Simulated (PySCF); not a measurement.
TiO(OH) + HCl → TiOCl + H₂O

Level: PBE0 in the def2-TZVP basis family, all electrons, no relativity, computed in PySCF with density fitting; open shells unrestricted.

| species | state and structure | ZPE (kJ/mol) | H(298 K) − H(0) (kJ/mol) | S° (J/(mol K)) |
| --- | --- | --- | --- | --- |
| TiO(OH) | doublet, Cs, O–H 0.956 Å, Ti–O 1.611 Å, Ti–O 1.828 Å; H–O–Ti 132.5°, O–Ti–O 116.7° | 40.4 | 13.3 | 285.1 |
| HCl | singlet, C∞v, H–Cl 1.279 Å | 17.9 | 8.7 | 186.6 |
| TiOCl | doublet, Cs, Ti–Cl 2.287 Å, Ti–O 1.607 Å; Cl–Ti–O 130.8° | 9.4 | 12.7 | 291.9 |
| H₂O | singlet, C2v, O–H 0.960 Å (×2); H–O–H 105.1° | 56.5 | 9.9 | 188.7 |

**Question.** Is the gas-phase reaction uphill or downhill in electronic energy at this level, and by how much?

**Answer.** At PBE0/def2-TZVP, ΔE = -61.1 kJ/mol, downhill. 

**Question.** Add zero-point, thermal and entropy terms for 298.15 K and 1 bar.

**Answer.** ΔZPE = 7.6 and Δ[H(298) − H(0)] = 0.6 kJ/mol give ΔH° = -52.9 kJ/mol. ΔS° = 8.9 J/(mol K), so ΔG° = -52.9 − 298.15 × (0.0089) = -56 kJ/mol and log₁₀K = 9.7.

Open d or f shells are single determinants, so the state found may not be the ground state. Each species is the lowest minimum found with this bonding; other isomers or fragments can lie lower.
